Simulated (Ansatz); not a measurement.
Basis sets compared for Si13H20, a cluster cut from cubic silicon. The state is a singlet with charge 0. Geometry PBE-D4/def2-SVP. Ansatz on 2 threads of AMD EPYC 7R13 on a shared host and a share (18 GiB) of an NVIDIA H100 80GB HBM3; times are rough, and most runs start from earlier orbitals.

```
atom   x (Å)   y (Å)   z (Å)
 Si1   2.450   2.096   1.326
 Si2  -0.308  -3.417  -1.729
 Si3   1.500   0.513  -1.988
 Si4   0.937  -1.403   1.376
 Si5  -1.096   1.581   2.715
 Si6  -2.093  -0.139  -0.583
 Si7  -0.607   3.371  -0.651
 Si8   0.740  -3.525   0.379
 Si9   2.334   0.050   0.164
Si10   0.297   3.038   1.499
Si11  -2.346  -2.239  -1.614
Si12  -0.704   1.317  -1.801
Si13  -1.214  -0.470   1.573
 H14   3.361   3.049   0.592
 H15   3.014   1.869   2.707
 H16  -0.580  -4.821  -2.214
 H17   0.610  -2.756  -2.723
 H18   2.352   1.595  -2.608
 H19   1.569  -0.701  -2.877
 H20   1.527  -1.563   2.760
 H21  -0.536   1.370   4.100
 H22  -2.476   2.179   2.846
 H23  -3.451   0.515  -0.460
 H24   0.256   4.344  -1.416
 H25  -1.992   3.957  -0.531
 H26   2.095  -4.177   0.249
 H27  -0.113  -4.389   1.277
 H28   3.715  -0.557   0.061
 H29   0.389   4.367   2.215
 H30  -2.930  -2.083  -2.998
 H31  -3.309  -3.056  -0.787
 H32  -1.292   1.531  -3.178
 H33  -2.101  -1.443   2.317
```

B3LYP takes the VWN-RPA correlation. Single mean-field runs in def2-TZVP are fitted with def2-universal-jkfit.

Binding counts from free atoms (Si triplet, H doublet) in the same basis, without a counterpoise term.

```
           level  functions  energy (Eh)  HOMO (eV)  LUMO (eV)  binding per atom (eV)  wall time
       HF/STO-3G        137   -3724.7820      -6.77       8.88                   3.62        7 s
        HF/6-31G        209   -3767.1633      -9.50       2.21                   2.00      6.5 s
 PBE-D4/def2-SVP        334   -3772.4677      -6.43      -1.86                   3.20      9.5 s
  B3LYP-D4/6-31G        209   -3775.3628      -7.17      -0.60                   2.94      7.5 s
PBE0-D4/def2-SVP        334   -3772.8595      -7.44      -1.19                   3.20      5.5 s
```

Q: Estimate the rows for HF/def2-TZVP, PBE-D4/def2-TZVP (with forces), B3LYP-D4/def2-TZVP, PBE0-D4/def2-TZVP (with forces).

A: 
| level | functions | energy (Eh) | HOMO (eV) | LUMO (eV) | binding per atom (eV) | wall time |
| --- | --- | --- | --- | --- | --- | --- |
| HF/def2-TZVP | 601 | -3767.9528 | -9.64 | 1.81 | 2.39 | 6.5 s |
| PBE-D4/def2-TZVP (with forces) | 601 | -3773.7696 | -6.41 | -2.01 | 3.20 | 8 s |
| B3LYP-D4/def2-TZVP | 601 | -3776.0094 | -7.20 | -1.37 | 3.19 | 6.5 s |
| PBE0-D4/def2-TZVP (with forces) | 601 | -3774.1478 | -7.38 | -1.30 | 3.20 | 13 s |
